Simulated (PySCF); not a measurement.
**Ionisation energy of Cr⁺ by level of theory**

Cr⁺ [Ar] 3d5 (6S) → Cr²⁺ [Ar] 3d4 (5D), as a difference of total energies. Calculation: PySCF 2.14, in cc-pVDZ-DK; the spin-free X2C one-electron Hamiltonian (Gaussian nucleus). Correlated levels: valence: [Ar] frozen. The calculations carry no spin-orbit coupling.

| method | ionisation energy (eV) |
| --- | --- |
| UHF | 15.065 |
| M06-L | 16.331 |
| r2SCAN | 16.844 |
| MP2 (valence) | 15.993 |
| SCS-MP2 (valence) | 15.374 |

**Question.** How much does correlation contribute at MP2 (valence)?

**Answer.** 15.993 − (15.065) = 0.928 eV, measured against UHF.

The reference lies between the lowest fine-structure levels, while these numbers refer to the centres of the terms.

Errors of the correlated levels include the incompleteness of this basis and the frozen core.

For comparison: 16.486 eV (measured; NIST Atomic Spectra Database, ionization energies).
